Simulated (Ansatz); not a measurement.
Reactions of GeH₄O₂S₂, SMILES `[OH][Ge]([OH])([SH])[SH]`.

Program: Ansatz. Geometries: PBE0-D4/def2-TZVP. ΔE: electronic, gas phase. CBS: MP2 limit from def2 TZ/QZ plus the TZ coupled-cluster correction, frozen cores. This one scheme is used for every species, atoms too. For atomizations the MP2-based limit and the directly extrapolated one differ by several kJ/mol either way, and by 10 to 25 for some Ge, Se and Sn compounds, so smaller differences from it don't rank the levels. No spin–orbit coupling; open shells (•) take unrestricted orbitals. Spin–orbit coupling would lower the free atoms: a little for O, S; clearly for Ge. For Ge outer-core shells are correlated without core-valence functions, so the limit isn't a true one: a few kJ/mol of doubt a bond, and 10 to 20 or more in all where bonds break to atoms. Scalar relativity is left out up to krypton. One conformer a species, not always the lowest.

Q: Order these by ΔE at CCSD(T)/CBS, lowest first. (Estimate.)
A. `[OH][Ge]([OH])([SH])[SH]` + HCl → `[OH][Ge]([OH])([SH])[Cl]` + H₂S
B. `[OH][Ge]([OH])([SH])[SH]` → `[OH][Ge][OH]` + `SS`
C. `[OH][Ge]([OH])([SH])[SH]` → hydrogen peroxide + `[SH][Ge][SH]`
D. `[OH][Ge]([OH])([SH])[SH]` → Ge• + 4 H• + 2 O• + 2 S•

A: A (-0.20 eV), B (+2.01 eV), C (+4.84 eV), D (+31.11 eV).

Largest T1 diagnostic: 0.015, for `[OH][Ge][OH]`.
